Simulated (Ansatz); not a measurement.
Two members of one family (Series Ta(NH)X3), computed with Ansatz in the gas phase; def2 core potentials for Ta, no spin–orbit coupling. The two geometries come from different levels. Binding counts from free atoms in the multiplicity of their measured ground term, without zero-point energy. Names give formal oxidation states. The structures are stationary points that may keep the symmetry of their start.

First: Ta(NH)Cl3 (singlet, charge 0, PBE0-D4/def2-SVP geometry).

Cartesian coordinates in Å:
```
Ta 0.343 0.045 -0.232
N -1.093 -0.142 0.740
H -1.928 -0.251 1.305
Cl 0.854 -2.037 -1.073
Cl 1.994 0.839 1.161
Cl -0.170 1.545 -1.901
```

| level | HOMO (eV) | LUMO (eV) | gap (eV) | binding per atom (eV) |
| --- | --- | --- | --- | --- |
| r2SCAN-D4/def2-TZVP | -7.60 | -3.05 | 4.55 | 4.17 |
| B3LYP-D4/def2-TZVP | -8.35 | -2.55 | 5.79 | 4.06 |
| PBE0-D4/def2-SVP | -8.65 | -2.27 | 6.38 | 4.10 |
| BHLYP-D4/def2-TZVP | -9.81 | -1.42 | 8.39 | 3.84 |
| ωB97M-V/def2-TZVP | -10.86 | -0.29 | 10.57 | 4.07 |

Metal–donor distances: 1 × N 1.74 Å, 3 × Cl 2.30 Å.

Second: Ta(NH)F3 (singlet, charge 0, r2SCAN-D4/def2-SVP geometry).

```xyz
6

Ta   -0.268    0.386    0.059
N     0.730   -1.050   -0.159
H     1.304   -1.876   -0.284
F     0.553    1.793   -0.891
F    -0.339    0.751    1.907
F    -1.980   -0.005   -0.632
```

Estimate the same table for the second.


| level | HOMO (eV) | LUMO (eV) | gap (eV) | binding per atom (eV) |
| --- | --- | --- | --- | --- |
| r2SCAN-D4/def2-TZVP | -7.45 | -1.92 | 5.53 | 4.91 |
| B3LYP-D4/def2-TZVP | -8.32 | -1.48 | 6.84 | 4.84 |
| PBE0-D4/def2-SVP | -8.55 | -1.16 | 7.39 | 4.83 |
| BHLYP-D4/def2-TZVP | -9.88 | -0.25 | 9.63 | 4.50 |
| ωB97M-V/def2-TZVP | -10.88 | 0.68 | 11.56 | 4.81 |

Metal–donor distances: 1 × N 1.76 Å, 3 × F 1.89 Å.
